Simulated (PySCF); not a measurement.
F₂Zn, charge -1, doublet, at a GFN2-xTB geometry (such geometries of metal compounds can be far from the true shape) (a state made from the parent by changing its charge; the spin is typed, not shown lowest) (in this run its highest filled SCF level lies above zero, so its values depend strongly on the basis, on diffuse functions most of all); DF-PBE/6-31G* in PySCF.

PySCF was given this input:
```python
from pyscf import gto, scf, dft

mol = gto.Mole()
mol.atom = '''
    Zn    0.155331    0.307633    0.313275
    F    -0.496055    0.686220   -1.581878
    F    -0.021715   -1.711663    0.537628
'''
mol.basis = '6-31g*'
mol.charge = -1
mol.spin = 1
mol.verbose = 4
mol.build()

mf = dft.UKS(mol)
mf.xc = 'pbe'
mf = mf.density_fit(auxbasis='def2-universal-jkfit')
mf.kernel()
```

Output, abridged:

```
PySCF version 2.14.0

[INPUT] verbose = 4
[INPUT] num. atoms = 3
[INPUT] num. electrons = 49
[INPUT] charge = -1
[INPUT] spin (= nelec alpha-beta = 2S) = 1
[INPUT] symmetry False subgroup None
[INPUT] Mole.unit = angstrom
[INPUT] Symbol           X                Y                Z      unit          X                Y                Z       unit  Magmom
[INPUT]  1 Zn     0.155331000000   0.307633000000   0.313275000000 AA    0.293533048655   0.581342116878   0.592003951673 Bohr   0.0
[INPUT]  2 F     -0.496055000000   0.686220000000  -1.581878000000 AA   -0.937408092721   1.296767861199  -2.989316182475 Bohr   0.0
[INPUT]  3 F     -0.021715000000  -1.711663000000   0.537628000000 AA   -0.041035402795  -3.234574287551   1.015969676898 Bohr   0.0

nuclear repulsion = 153.364778565267
number of shells = 24
number of NR pGTOs = 151
number of NR cGTOs = 62
basis = 6-31g*
ecp = {}

******** <class 'pyscf.df.df_jk.DFUKS'> ********
method = DFUKS
initial guess = minao
damping factor = 0
level_shift factor = 0
DIIS = <class 'pyscf.scf.diis.CDIIS'>
diis_start_cycle = 1
diis_space = 8
diis_damp = 0
SCF conv_tol = 1e-09
SCF conv_tol_grad = None
SCF max_cycles = 50
direct_scf = False
number electrons alpha = 25  beta = 24
XC library pyscf.dft.libxc version 7.1.2
    S. Lehtola, C. Steigemann, M. J. T. Oliveira, and M. A. L. Marques,  SoftwareX 7, 1–5 (2018)
XC functionals = pbe
    J. P. Perdew, K. Burke, and M. Ernzerhof,  Phys. Rev. Lett. 77, 3865 (1996)
    J. P. Perdew, K. Burke, and M. Ernzerhof,  Phys. Rev. Lett. 78, 1396 (1997)
    J. P. Perdew, K. Burke, and M. Ernzerhof,  Phys. Rev. Lett. 77, 3865 (1996)
    J. P. Perdew, K. Burke, and M. Ernzerhof,  Phys. Rev. Lett. 78, 1396 (1997)
radial grids:
    Treutler-Ahlrichs [JCP 102, 346 (1995); DOI:10.1063/1.469408] (M4) radial grids

becke partition: Becke, JCP 88, 2547 (1988); DOI:10.1063/1.454033
pruning grids: <function nwchem_prune>
grids dens level: 3
symmetrized grids: False
atomic radii adjust function: <function treutler_atomic_radii_adjust>
small_rho_cutoff = 0
Set gradient conv threshold to 3.16228e-05
tot grids = 49168
init E= -1977.73169301309

cycle= 1 E= -1978.03265949703  delta_E= -0.301  |g|= 0.842  |ddm|= 0.937
cycle= 2 E= -1969.808795522  delta_E= 8.22  |g|= 3.72  |ddm|= 5.84
cycle= 3 E= -1978.30302088179  delta_E= -8.49  |g|= 0.0823  |ddm|= 5.67
cycle= 4 E= -1978.30387290499  delta_E= -0.000852  |g|= 0.125  |ddm|= 0.311
cycle= 5 E= -1978.31234538785  delta_E= -0.00847  |g|= 0.0278  |ddm|= 0.117
cycle= 6 E= -1978.31262691527  delta_E= -0.000282  |g|= 0.012  |ddm|= 0.0174
cycle= 7 E= -1978.3126702513  delta_E= -4.33e-05  |g|= 0.00153  |ddm|= 0.00921
cycle= 8 E= -1978.31267029801  delta_E= -4.67e-08  |g|= 0.00139  |ddm|= 0.00211
cycle= 9 E= -1978.31267106885  delta_E= -7.71e-07  |g|= 0.000211  |ddm|= 0.00116
cycle= 10 E= -1978.31267109114  delta_E= -2.23e-08  |g|= 2.57e-05  |ddm|= 0.000221
cycle= 11 E= -1978.31267109155  delta_E= -4.07e-10  |g|= 6.72e-06  |ddm|= 3.74e-05
Extra cycle  E= -1978.31267109143  delta_E= 1.17e-10  |g|= 1.86e-05  |ddm|= 2.07e-05
converged SCF energy = -1978.31267109143  <S^2> = 0.75127369  2S+1 = 2.0012733
```
